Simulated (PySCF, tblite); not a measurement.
Isomers of C7H16OSi. Computed with GFN2-xTB (tblite): harmonic, unscaled wavenumbers at the GFN2-xTB geometry, gas phase. The method is semi-empirical: single wavenumbers can be off by several per cent or more. Modes of hydrogen on silicon can be 10 to 20 % off. One conformer each.

Electronic energies: PBE0/pcSseg-1 single points on the GFN2-xTB geometries (PySCF, gas phase).

```tsv
SMILES	electronic energy, lowest = 0 (kcal/mol)
CCO[C@@]1([SiH3])C[C@@H]1CC	23.2
CC[C@@](C)(C=O)CC[SiH3]	0.0
CC[C@@](C)(C=O)[C@H](C)[SiH3]	4.7
```

**Question.** How do GFN2-xTB zero-point energies change the relative energies?

**Answer.** 
| SMILES | ZPE (kcal/mol) | of it from modes above 1550 cm⁻¹ | electronic (kcal/mol) | with ZPE, lowest = 0 (kcal/mol) | lowest mode (cm⁻¹) | rings |
| --- | --- | --- | --- | --- | --- | --- |
| CC[C@@](C)(C=O)CC[SiH3] | 131.1 | 67.7 | 0.0 | 0.0 | 50 | 0 |
| CC[C@@](C)(C=O)[C@H](C)[SiH3] | 131.9 | 67.9 | 4.7 | 5.5 | 81 | 0 |
| CCO[C@@]1([SiH3])C[C@@H]1CC | 131.3 | 65.5 | 23.2 | 23.4 | 50 | 1 |

The zero-point energies span 0.8 kcal/mol, from `CC[C@@](C)(C=O)CC[SiH3]` to `CC[C@@](C)(C=O)[C@H](C)[SiH3]`. The order is unchanged.

**Question.** And how do the electronic energies of GFN2-xTB itself compare?

**Answer.** `CC[C@@](C)(C=O)CC[SiH3]` 1.4; `CC[C@@](C)(C=O)[C@H](C)[SiH3]` 0.0; `CCO[C@@]1([SiH3])C[C@@H]1CC` 4.8 kcal/mol, lowest = 0. Against the energies above, taken from the same isomer `CC[C@@](C)(C=O)CC[SiH3]`, the largest difference is 19.8 kcal/mol.

**Question.** What do entropy and thermal enthalpy add at 298.15 K and 1 bar (rigid rotor, harmonic oscillator, one conformer each)?

**Answer.** 
```csv
SMILES,point group,symmetry number,S (cal/(mol K)),H − H(0) (kcal/mol),ZPE + H − H(0) − TS (kcal/mol)
CC[C@@](C)(C=O)CC[SiH3],C1,1,111.6,8.65,106.5
CC[C@@](C)(C=O)[C@H](C)[SiH3],C1,1,104.8,8.23,108.9
CCO[C@@]1([SiH3])C[C@@H]1CC,C1,1,109.2,8.43,107.1
```
